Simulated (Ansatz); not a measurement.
`CB1NC(N)N1`. Total charge 0; spin multiplicity 1. All single points use the PBE0-D4/def2-TZVP geometry. It is one conformer, not always the lowest.

```xyz
14

C     1.515    1.687    0.553
B     0.544    0.551    0.106
N     0.670   -0.862   -0.055
C    -0.672   -0.922   -0.601
N    -1.536   -1.831    0.077
N    -0.826    0.528   -0.358
H     2.320    1.316    1.192
H     0.989    2.482    1.087
H     1.987    2.148   -0.322
H     1.147   -1.644    0.353
H    -0.692   -1.167   -1.671
H    -1.694   -1.511    1.026
H    -2.432   -1.902   -0.388
H    -1.320    1.128   -0.998
```

(1) What is the dipole moment at B3LYP/def2-TZVPP? (Estimate.)

(2) And with PBE, r2SCAN, ωB97M-V? (An estimate is asked.)

(3) Give the Mulliken charges with B3LYP, ωB97M-V, r2SCAN in def2-TZVPP. (Best estimate.)

## Answers

(1) Ansatz gave: 1.02 D, with components (-0.87, 0.25, -0.47) D in this frame, pointing from negative to positive charge.

(2) Computed: PBE 1.04 D, r2SCAN 1.02 D, ωB97M-V 1.02 D.

(3) The calculation gave: 
```
atom  B3LYP  ωB97M-V  r2SCAN
  C1  -0.33    -0.37   -0.27
  B2   0.22     0.24    0.27
  N3  -0.33    -0.31   -0.37
  C4   0.22     0.18    0.29
  N5  -0.31    -0.27   -0.34
  N6  -0.33    -0.31   -0.36
  H7   0.09     0.10    0.06
  H8   0.10     0.11    0.06
  H9   0.09     0.11    0.06
 H10   0.14     0.11    0.15
 H11   0.08     0.10    0.03
 H12   0.13     0.11    0.14
 H13   0.12     0.10    0.13
 H14   0.12     0.10    0.13
```

B3LYP here is the variant with VWN-RPA as its local correlation; programs differ in this.
